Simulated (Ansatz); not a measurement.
## Worked example: CH4 + B(CH3)(SH)2 → H2S + B(CH3)2(SH)

Species: CH4 `C`, singlet; B(CH3)(SH)2, singlet; H2S (hydrogen sulfide) `S`, singlet; B(CH3)2(SH), singlet. The partners trade CH3 for SH: H–CH3 and B–SH bonds give way to H–SH and B–CH3.

Shapes, held fixed at every level: PBE0-D4/def2-TZVP. Flexible molecules stand in one conformer, not always the lowest. Programs: Ansatz 0.2.0. Electronic energies: no zero-point or thermal term.

At CCSD(T)/CBS estimate; 1 Eh = 2625.50 kJ/mol:

```
    species  energy (Eh)
        CH4   -40.462061
B(CH3)(SH)2  -861.478015
        H2S  -398.972787
B(CH3)2(SH)  -502.939183
```

Work out ΔE of the reaction at this level.


1. Products less reactants: (-398.972787) + (-502.939183) − [(-40.462061) + (-861.478015)] = 0.028106 Eh = +73.8 kJ/mol.

Other levels give +70.2 (CCSD/def2-TZVPP) to +79.1 kJ/mol (MP2/def2-TZVPP). No measured value is set beside it here. The CBS estimate extrapolates MP2 from def2-TZVPP and def2-QZVPP and adds CCSD(T) − MP2 in the triple-zeta set, cores frozen.
